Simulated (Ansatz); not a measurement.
Geometry optimisation, Ansatz 0.2.0, RKS BHLYP-D4/def2-SVP.

input.yaml

```yaml
crystal:
  periodic: [false, false, false]
  atoms:
    - { symbol: Sn, position_ang: [-0.587647, -0.072569, -0.420225] }
    - { symbol: H, position_ang: [0.018536, 0.115028, 2.460389] }
    - { symbol: H, position_ang: [0.901751, 0.090631, 0.391602] }
    - { symbol: H, position_ang: [-0.728075, 1.215344, -1.534764] }
    - { symbol: H, position_ang: [-0.586573, -1.545943, -1.288521] }
    - { symbol: P, position_ang: [-2.46582, 0.119307, 1.181401] }
    - { symbol: H, position_ang: [-3.444373, -0.246908, 0.221192] }
    - { symbol: H, position_ang: [-2.297015, -1.197376, 1.677617] }
    - { symbol: H, position_ang: [-0.511284, 0.210387, 2.931509] }
basis:
  gaussian: { orbitals: def2-SVP }
hamiltonian:
  xc: { name: BHLYP }
  dispersion: d4
relax:
  f_tol: 0.03
  max_steps: 50
output:
  orbitals: {}
```

Launched with:

```bash
$ ansatz run input.yaml --threads 1 --pin off --max-ram 2048MiB --backend cpu --events-out ev --progress --plain --runs-dir out
```

Where does it end, and by what steps?

The forces met the threshold. The force dipped under the threshold on the way, but the program's further checks kept it going. After 12 steps the energy has fallen by 0.165 eV; H2 moved furthest, 0.89 Å.

```csv
step,energy less start (eV),largest force component (eV/Å),accepted
0,0.0000,1.238,yes
1,-0.1132,0.203,yes
2,-0.1480,0.284,yes
3,-0.1591,0.060,yes
4,-0.1154,0.379,no
5,-0.1610,0.050,yes
6,-0.1631,0.010,yes
7,-0.1636,0.100,yes
8,-0.1640,0.083,yes
9,-0.1645,0.052,yes
10,-0.1645,0.155,yes
11,-0.1633,0.228,no
12,-0.1654,0.025,yes
```

```xyz
9
Properties=species:S:1:pos:R:3
Sn -0.637 -0.081 -0.644
H 0.283 0.069 3.310
H 0.853 0.058 0.173
H -0.803 1.211 -1.746
H -0.679 -1.560 -1.496
P -2.498 0.092 1.053
H -3.509 -0.277 0.130
H -2.316 -1.228 1.536
H -0.394 0.404 3.306
```

The run took 22 s on 1 thread of Intel(R) Xeon(R) 6975P-C (Granite Rapids), on a shared host, peak memory 0.17 GiB.
